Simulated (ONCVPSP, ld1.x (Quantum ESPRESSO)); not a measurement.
# Hardness and transferability of assorted potentials

Generated with ld1.x 7.5 (TM, RRKJ, ultrasoft, PAW), atompaw 4.2 or ONCVPSP 4.0.1. The cutoff is in Ry: for ld1.x and atompaw files where the sum of valence levels is converged to 10 mRy in a Bessel basis, for ONCV files where the hardest occupied wave has 1 mHa per electron of residual kinetic energy. The error is the largest all-electron minus pseudo excitation energy over each file’s own four to seven test configurations (ionisations up to +4, promotions, holes and added fractions of an electron), all of which were solved. The labels leave out finer settings (local radius, basis sizes, second energies), which also bear on the numbers. Spin-polarised tests are not counted. The rows are a selection from randomly drawn settings: files with unsolved tests, undetermined cutoffs or missed reference levels are left out.

A true bound ghost makes a file unfit for plane-wave use even where its test errors are small: the radial tests pick states by their node count and pass the ghost by.

| element | potential | cutoff (Ry) | largest error (meV) | bound ghosts |
| --- | --- | --- | --- | --- |
| B | ONCV, PBE, scalar-relativistic, rc 1.05/4.00/3.65 (spd), local s, core correction no, reference 2s1.75 2p1.25, qcut 7.9/3.3/3.1, projectors 0/2/2 | 23 | +966 | none |
| O | ONCV, LDA (Perdew-Zunger), scalar-relativistic, rc 0.60/1.80/1.55 (spd), local s, core correction yes, reference 2s1.75 2p4.25, qcut 9.9/6.9/5.5, projectors 0/1/2 | 483 | +5850 | none |
| Sb | ONCV, PBEsol, scalar-relativistic, rc 1.90/2.05/1.40 (spd), local d, core correction yes, reference 4d10 5s2 5p2.5, qcut 3/3.6/9.9, projectors 3/2/0 | 80 | -5.5 | none |
| Ce | TM semilocal, LDA (PZ), scalar-relativistic, rc 3.55/3.85/2.90/1.40 (spdf), local p, core correction no, reference 4f1 5d1 6s2 6p0 | 160 | +758 | none |
| Ta | ONCV, LDA (Perdew-Wang 92), scalar-relativistic, rc 1.50/2.10/2.05/0.55 (spdf), local smoothed, core correction yes, reference 4f14 5s2 5p6 5d3 6s1.75, qcut 7.1/5.5/3.9/19.9, projectors 3/2/2/2 | 1402 | -7.3 | s, p, d |
| Ir | ONCV, PBE, non-relativistic, rc 1.80/1.90/2.45/0.50 (spdf), local smoothed, core correction yes, reference 4f14 5s2 5p6 5d7 6s1.75, qcut 6/6.9/5.4/25.9, projectors 2/2/2/2 | 1551 | -381 | s, p, d |
| Pb | ONCV, LDA (Perdew-Zunger), fully relativistic, rc 1.30/1.55/1.70 (spd), local smoothed, core correction yes, reference 5s2 5p6 5d10 6s2 6p2, qcut 9.2/8.2/8.1, projectors 2/2/3 | 68 | +1.7 | none |

Question: Fill in the row for Zn: ONCV, LDA (Perdew-Wang 92), scalar-relativistic, rc 2.20/0.65/1.25 (spd), local smoothed, core correction yes, reference 3p6 3d10 4s2, qcut 2.8/10.4/11.6, projectors 1/2/2.

Answer: cutoff 549 Ry, largest error +98 meV, bound ghosts: s.

Question: Fill in the row for Fe: ONCV, PBE, fully relativistic, rc 1.75/3.10/1.05/2.70 (spdf), local smoothed, core correction yes, reference 3d6 4s1 4p1, qcut 4.1/2.9/17.6/4.4, projectors 1/1/2/3.

Answer: cutoff 197 Ry, largest error -263 meV, bound ghosts: s, p3/2, p1/2.
